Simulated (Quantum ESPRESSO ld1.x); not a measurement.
Values are calculated unless marked as measured or tabulated.
Problem. The mean radii <r> (bohr) of the occupied orbitals of an atom or ion are listed with their occupations. Code: ld1.x of Quantum ESPRESSO 7.5. Model: scalar-relativistic Kohn-Sham, LDA (Slater exchange, Perdew-Zunger correlation), spin-polarised, spherical densities, point nucleus.

| orbital | occ. | <r> |
|---|---|---|
| 1s up | 1 | 0.03499 |
| 1s down | 1 | 0.03498 |
| 2s up | 1 | 0.1427 |

Name the element and its charge. Open shells, if any, are filled with parallel spins first.

Solution. Z = 42, molybdenum, charge +39: Mo39+ in [He] 2s1. The 1s radius gives Z: for a bare nucleus <r> = (2 gamma + 1)/(2Z) with gamma = sqrt(1 - (Z/c)^2), 0.03457 bohr for Z = 42, and screening makes it slightly larger (0.03499 here). The occupations add up to 3, and the charge is Z minus that.
